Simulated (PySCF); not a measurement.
**Vertical excitation energies**

Compound: C₄H₁₀Ge.
SMILES: `C[C@@H]1C[CH2][GeH2]1`

The calculation used TDDFT B3LYP/def2-SVPD, vertical, gas phase, core orbitals frozen in the response in PySCF 2.14.0, density-fitted response routines. Geometry: PBE0-D3(BJ)/def2-SVP, one conformer, isolated molecule. Relativistic effects, spin–orbit coupling among them, are left out although an element past zinc is present.

**Question.** What does the calculation give for the low-lying excited states?

**Answer.** 

```
state  E (eV)  E (hartree)       f  main configurations (H = HOMO, L = LUMO)
   S1    6.37       0.2340   0.018                    H→L (80%), H-1→L (15%)
   S2    6.66       0.2446   0.018                  H→L+1 (79%), H-1→L (17%)
   S3    6.75       0.2480   0.071       H-1→L (61%), H→L (15%), H→L+1 (13%)
   S4    7.03       0.2583   0.046                             H-1→L+1 (91%)
   S5    7.20       0.2647   0.080                               H→L+2 (90%)
   S6    7.50       0.2757   0.058                H-1→L+2 (46%), H→L+3 (45%)
   S7    7.56       0.2779   0.118                H→L+3 (50%), H-1→L+2 (35%)
   S8    7.62       0.2799   0.032                  H→L+4 (58%), H-2→L (24%)
   S9    7.70       0.2830   0.012                  H-2→L (66%), H→L+4 (29%)
  S10    7.89       0.2899  0.0086              H-1→L+3 (69%), H-1→L+4 (21%)
```

Triplets (Tamm–Dancoff): T1 5.74 eV, H→L (88%); T2 6.18 eV, H-1→L (88%); T3 6.47 eV, H→L+1 (93%); T4 6.80 eV, H-1→L+1 (93%).

The lowest singlet comes at 195 nm (614 kJ/mol) in the vacuum ultraviolet; it is weak; its leading configuration is HOMO→LUMO (80%). The most intense listed level is S7 at 7.56 eV (164 nm, f = 0.118), 1.19 eV above S1. Löwdin shares by element: HOMO carbon 50% or more, germanium 23% (atoms not listed hold the other 27%); LUMO germanium 32%, hydrogen 20% or more, carbon 11% or more (atoms not listed hold the other 37%). The oscillator strengths of these states sum to 0.461; summed over the whole spectrum of an exact calculation they would give the number of electrons, 66 (Thomas–Reiche–Kuhn). Of the 10 states listed, 9 reach f = 0.01 and none stays under 0.0005. The listed states span 1.52 eV. The vertical ionisation energy (ΔSCF) is 9.35 eV, 1.46 eV above S10. Only the lowest 10 singlets were computed, as vertical energies without vibronic structure.

Without π bonds the low states are Rydberg-like; a valence basis with one diffuse set may place them up to an eV too high.
